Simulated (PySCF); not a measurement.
A calculated (UHF, PySCF 2.14, cc-pVDZ-DK, the spin-free X2C one-electron Hamiltonian (Gaussian nucleus)) atom or ion has these occupied shells.

```json
{"shell": "1s α", "electrons": "1", "orbital energy (eV)": "-2207.3", "rms radius, mean of both spins (bohr)": "0.120"}
{"shell": "1s β", "electrons": "1", "orbital energy (eV)": "-2207.0", "rms radius, mean of both spins (bohr)": "0.120"}
{"shell": "2s α", "electrons": "1", "orbital energy (eV)": "-229.71", "rms radius, mean of both spins (bohr)": "0.559"}
{"shell": "2s β", "electrons": "1", "orbital energy (eV)": "-229.43", "rms radius, mean of both spins (bohr)": "0.559"}
{"shell": "2p α", "electrons": "3", "orbital energy (eV)": "-171.29", "rms radius, mean of both spins (bohr)": "0.539"}
{"shell": "2p β", "electrons": "3", "orbital energy (eV)": "-170.79", "rms radius, mean of both spins (bohr)": "0.539"}
{"shell": "3s α", "electrons": "1", "orbital energy (eV)": "-40.162", "rms radius, mean of both spins (bohr)": "1.90"}
{"shell": "3s β", "electrons": "1", "orbital energy (eV)": "-37.170", "rms radius, mean of both spins (bohr)": "1.90"}
{"shell": "3p α", "electrons": "1", "orbital energy (eV)": "-29.898", "rms radius, mean of both spins (bohr)": "2.15"}
```

Question: Name the element and its charge.

Answer: P²⁺ (phosphorus, charge +2), in [Ne] 3s2 3p1, 2P determinant.
